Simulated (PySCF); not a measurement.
PySCF input for B(F)(OMe)(SMe) (C2H6BFOS), SMILES COB(F)SC, TDA-PBE/def2-SVPD. Coordinates come from a B3LYP-D3(BJ)/def2-SVP optimisation. Other conformers were not sampled.

```python
import numpy as np
from pyscf import gto, scf, dft, tdscf

mol = gto.M(
    atom='''
    B     0.07676340    0.54669361    0.14627202
    F     0.34527373    1.79160699    0.56127023
    O    -0.90082233    0.30533607   -0.75002869
    C    -1.71215844    1.32033596   -1.31858758
    H    -1.43289233    2.32097274   -0.95534289
    H    -1.60742978    1.29217429   -2.41442966
    H    -2.76559390    1.12549696   -1.06313315
    S     1.07398258   -0.80396117    0.83065974
    C     0.33576156   -2.24519113   -0.02646271
    H    -0.72806350   -2.34456527    0.22533845
    H     0.87973117   -3.13411099    0.31921776
    H     0.44420631   -2.14807760   -1.11446716
    ''',
    basis='def2-SVPD',
    charge=0,
    spin=0,
    max_memory=1600,
    verbose=4,
)
mf = dft.RKS(mol, xc='pbe').density_fit(auxbasis='def2-universal-jkfit')
mf.grids.level = 3
mf.conv_tol = 1e-9
mf.max_cycle = 100
mf.kernel()
mf.grids = dft.Grids(mol).set(level=1).build(with_non0tab=True)  # coarser grid for the response kernel
td = tdscf.TDA(mf)
td.singlet = True
td.nstates = 10
td.conv_tol = 1e-4
td.positive_eig_threshold = 1e-6
td.kernel(x0=td.get_init_guess(mf, 15))
td.analyze()
tt = tdscf.TDA(mf)
tt.singlet = False
tt.nstates = 4
tt.conv_tol = 1e-4
tt.positive_eig_threshold = 1e-6
tt.kernel(x0=tt.get_init_guess(mf, 9))
tt.analyze(verbose=3)
```

Log of the run:

```
PySCF version 2.14.0

[INPUT] verbose = 4
[INPUT] num. atoms = 12
[INPUT] num. electrons = 56
[INPUT] charge = 0
[INPUT] spin (= nelec alpha-beta = 2S) = 0
[INPUT] symmetry False subgroup None
[INPUT] Mole.unit = angstrom
[INPUT] Symbol           X                Y                Z      unit          X                Y                Z       unit  Magmom
[INPUT]  1 B      0.076763400000   0.546693610000   0.146272020000 AA    0.145061802390   1.033101196950   0.276414057487 Bohr   0.0
[INPUT]  2 F      0.345273730000   1.791606990000   0.561270230000 AA    0.652472787707   3.385646533956   1.060647016572 Bohr   0.0
[INPUT]  3 O     -0.900822330000   0.305336070000  -0.750028690000 AA   -1.702307490593   0.577001548251  -1.417348809666 Bohr   0.0
[INPUT]  4 C     -1.712158440000   1.320335960000  -1.318587580000 AA   -3.235510533463   2.495073356815  -2.491769397453 Bohr   0.0
[INPUT]  5 H     -1.432892330000   2.320972740000  -0.955342890000 AA   -2.707774069690   4.386002821181  -1.805336417150 Bohr   0.0
[INPUT]  6 H     -1.607429780000   1.292174290000  -2.414429660000 AA   -3.037602048670   2.441855513304  -4.562610804427 Bohr   0.0
[INPUT]  7 H     -2.765593900000   1.125496960000  -1.063133150000 AA   -5.226215042768   2.126881008431  -2.009030487446 Bohr   0.0
[INPUT]  8 S      1.073982580000  -0.803961170000   0.830659740000 AA    2.029532938754  -1.519266426085   1.569719411302 Bohr   0.0
[INPUT]  9 C      0.335761560000  -2.245191130000  -0.026462710000 AA    0.634497391557  -4.242796333003  -0.050007274414 Bohr   0.0
[INPUT] 10 H     -0.728063500000  -2.344565270000   0.225338450000 AA   -1.375840616292  -4.430586241467   0.425827955834 Bohr   0.0
[INPUT] 11 H      0.879731170000  -3.134110990000   0.319217760000 AA    1.662450974543  -5.922611415089   0.603234140497 Bohr   0.0
[INPUT] 12 H      0.444206310000  -2.148077600000  -1.114467160000 AA    0.839428268704  -4.059278358313  -2.106037707222 Bohr   0.0

nuclear repulsion = 289.50112335899
number of shells = 77
number of NR pGTOs = 261
number of NR cGTOs = 181
basis = def2-SVPD
ecp = {}


[settings echo left out]
init E= -677.598963467232
  HOMO = -0.283322766258149  LUMO = -0.0636142521222297  gap/eV = 5.97857
cycle= 1 E= -677.150462634737  delta_E= 0.449  |g|= 0.725  |ddm|= 4.74
  HOMO = -0.150312513511054  LUMO = 0.00379030381171397  gap/eV = 4.19335
cycle= 2 E= -676.8201507787  delta_E= 0.33  |g|= 1.49  |ddm|= 2.01
  HOMO = -0.200562021904355  LUMO = -0.0121281315682724  gap/eV = 5.12755
cycle= 3 E= -677.244322270043  delta_E= -0.424  |g|= 0.204  |ddm|= 1.33
  HOMO = -0.218977140166876  LUMO = -0.0160978356185906  gap/eV = 5.52063
cycle= 4 E= -677.252960735251  delta_E= -0.00864  |g|= 0.0749  |ddm|= 0.267
  HOMO = -0.22114974132687  LUMO = -0.017111045196478  gap/eV = 5.55218
cycle= 5 E= -677.25376151717  delta_E= -0.000801  |g|= 0.0282  |ddm|= 0.0891
  HOMO = -0.217986146176015  LUMO = -0.015790863139995  gap/eV = 5.50201
cycle= 6 E= -677.253925095182  delta_E= -0.000164  |g|= 0.00558  |ddm|= 0.0382
  HOMO = -0.218631013406594  LUMO = -0.0160632777243586  gap/eV = 5.51215
cycle= 7 E= -677.253932076792  delta_E= -6.98e-06  |g|= 0.00181  |ddm|= 0.0098
  HOMO = -0.218592051666381  LUMO = -0.0160324315121945  gap/eV = 5.51193
cycle= 8 E= -677.253933049748  delta_E= -9.73e-07  |g|= 0.0005  |ddm|= 0.0032
  HOMO = -0.218547864944408  LUMO = -0.0160264875701919  gap/eV = 5.51089
cycle= 9 E= -677.253933118826  delta_E= -6.91e-08  |g|= 0.000112  |ddm|= 0.000719
  HOMO = -0.218556330530757  LUMO = -0.016027612803152  gap/eV = 5.51109
cycle= 10 E= -677.253933121687  delta_E= -2.86e-09  |g|= 3.31e-05  |ddm|= 0.000182
  HOMO = -0.218556678986204  LUMO = -0.0160292891143055  gap/eV = 5.51105
cycle= 11 E= -677.253933121707  delta_E= -1.93e-11  |g|= 3.17e-05  |ddm|= 9.24e-05
  HOMO = -0.218556429027497  LUMO = -0.0160285491780829  gap/eV = 5.51106
cycle= 12 E= -677.253933122007  delta_E= -3e-10  |g|= 1.48e-06  |ddm|= 5.16e-05
  HOMO = -0.218556300994249  LUMO = -0.0160284899109686  gap/eV = 5.51106
Extra cycle  E= -677.253933122009  delta_E= -2.16e-12  |g|= 2.45e-06  |ddm|= 4.12e-06
converged SCF energy = -677.253933122009
tot grids = 47168
Overwritten attributes  positive_eig_threshold  of <class 'pyscf.tdscf.rks.TDA'>


******** <class 'pyscf.tdscf.rks.TDA'> for <class 'pyscf.df.df_jk.DFRKS'> ********
nstates = 10 singlet
deg_eia_thresh = 1.000e-03
wfnsym = None
conv_tol = 0.0001
eigh lindep = 1e-12
eigh level_shift = 0
eigh max_cycle = 100


Excitation energies (eV)
[5.58707585 5.77786763 6.42968612 6.46459715 7.0000088  7.12496821
 7.29866849 7.33921959 7.47452725 7.50318528]

** Singlet excitation energies and oscillator strengths **
Excited State   1:      5.58708 eV    221.91 nm  f=0.0118
      28 -> 29       -0.65594
      28 -> 30       -0.25901
Excited State   2:      5.77787 eV    214.58 nm  f=0.0085
      28 -> 29       -0.25418
      28 -> 30        0.65268
Excited State   3:      6.42969 eV    192.83 nm  f=0.0177
      28 -> 32       -0.70230
Excited State   4:      6.46460 eV    191.79 nm  f=0.1905
      27 -> 29       -0.12965
      28 -> 31        0.66639
Excited State   5:      7.00001 eV    177.12 nm  f=0.0019
      28 -> 33       -0.70307
Excited State   6:      7.12497 eV    174.01 nm  f=0.0368
      28 -> 34        0.70073
Excited State   7:      7.29867 eV    169.87 nm  f=0.0000
      28 -> 35       -0.70371
Excited State   8:      7.33922 eV    168.93 nm  f=0.0284
      27 -> 29        0.53182
      27 -> 30        0.45317
Excited State   9:      7.47453 eV    165.88 nm  f=0.0003
      26 -> 29       -0.57467
      28 -> 36       -0.40242
Excited State  10:      7.50319 eV    165.24 nm  f=0.0000
      26 -> 29       -0.39463
      27 -> 31        0.28517
      28 -> 36        0.50551

** Transition electric dipole moments (AU) **
state          X           Y           Z        Dip. S.      Osc.
  1         0.1945      0.0299     -0.2185      0.0864      0.0118
  2        -0.1623     -0.0253      0.1826      0.0603      0.0085
  3        -0.2232     -0.0319      0.2480      0.1123      0.0177
  4         0.5917     -0.8311      0.4025      1.2028      0.1905
  5         0.0697      0.0111     -0.0781      0.0111      0.0019
  6        -0.3366     -0.0608     -0.3064      0.2109      0.0368
  7         0.0120      0.0021     -0.0087      0.0002      0.0000
  8         0.2092     -0.3082      0.1386      0.1580      0.0284
  9        -0.0282     -0.0046      0.0307      0.0018      0.0003
 10         0.0026     -0.0001      0.0004      0.0000      0.0000

** Transition velocity dipole moments (imaginary part, AU) **
state          X           Y           Z        Dip. S.      Osc.
  1         0.0051      0.0006     -0.0057      0.0001      0.0002
  2        -0.0457     -0.0073      0.0517      0.0048      0.0151
  3        -0.0461     -0.0069      0.0518      0.0049      0.0137
  4         0.0621     -0.1188      0.0380      0.0194      0.0545
  5         0.0305      0.0049     -0.0344      0.0021      0.0055
  6        -0.0746     -0.0163     -0.0682      0.0105      0.0267
  7         0.0004      0.0000      0.0007      0.0000      0.0000
  8         0.0455     -0.0559      0.0320      0.0062      0.0154
  9        -0.0076     -0.0012      0.0083      0.0001      0.0003
 10         0.0012      0.0000     -0.0001      0.0000      0.0000

** Transition magnetic dipole moments (imaginary part, AU) **
state          X           Y           Z
  1         0.3512     -0.3982      0.2527
  2         0.3526      0.0492      0.3165
  3         0.1104      0.4323      0.1553
  4        -0.2734     -0.0399      0.3129
  5        -0.0013      0.0074      0.0015
  6        -0.2176     -0.0363      0.2503
  7        -0.1326      0.2631     -0.0734
  8        -0.4066     -0.0674      0.4625
  9        -0.0451      0.0643     -0.0308
 10         0.0324     -0.2044      0.0079


******** <class 'pyscf.tdscf.rks.TDA'> for <class 'pyscf.df.df_jk.DFRKS'> ********
nstates = 4 triplet
deg_eia_thresh = 1.000e-03
wfnsym = None
conv_tol = 0.0001
eigh lindep = 1e-12
eigh level_shift = 0
eigh max_cycle = 100


Excitation energies (eV)
[5.29310822 5.33700257 5.57860018 6.28684786]

** Triplet excitation energies and oscillator strengths **
Excited State   1:      5.29311 eV    234.24 nm  f=0.0000
Excited State   2:      5.33700 eV    232.31 nm  f=0.0000
Excited State   3:      5.57860 eV    222.25 nm  f=0.0000
Excited State   4:      6.28685 eV    197.21 nm  f=0.0000
```

Self-consistency was reached.
